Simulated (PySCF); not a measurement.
## Spinor energies of Ne⁺ (neon, charge +1)

Start: [He] 2s2 2p4 3s1; 2p1/2 filled at m_j = +1/2; 2p3/2 filled at m_j = -1/2, +1/2, +3/2; 3s1/2 filled at m_j = +1/2. Calculated with PySCF 2.14 in x2c-TZVPall-2c with one added diffuse shell each of s, p, d type (6s4p3d1f, 40 functions): generalised Hartree-Fock with the X2C-1e Hamiltonian and a Gaussian nucleus; one run each with spin-orbit coupling (SO) switched off, then screened by Boettger's factors. This is a chosen level, not necessarily the ground level.

```tsv
spinor shell	electrons	ε, spin-free (eV)	ε, screened SO (eV)	weight of nominal j (screened SO)	rms radius, screened SO (bohr)
1s1/2	2	-932.46	-932.44	1.000	0.182
2s1/2	2	-82.576	-82.571	1.000	0.906
2p3/2	3	-58.017	-59.602	0.660	0.902
2p1/2	1	-58.017	-53.285	0.662	0.931
3s1/2	1	-13.235	-13.235	1.000	3.00
```

| quantity | spin-free | screened SO |
| --- | --- | --- |
| E (hartree) | -126.99536 | -126.99685 |
| M_J | 5/2 | 5/2 |
| ⟨J²⟩ | 8.754 | 8.755 |
| ⟨L²⟩ | 2.002 | 2.003 |
| ⟨S²⟩ | 3.752 | 3.751 |

Each row is a mean over spinors that exchange with the open shell spreads, by up to 13.291 eV (2s1/2).

Rows whose weight is well below 1 are mixtures of j = l ± 1/2: exchange outweighs spin-orbit coupling there, and the label is only the starting occupation.

Without spin-orbit coupling the j labels of p, d and f shells carry no meaning; the spin-free column gives the mean over the occupied spinors of each nl shell.
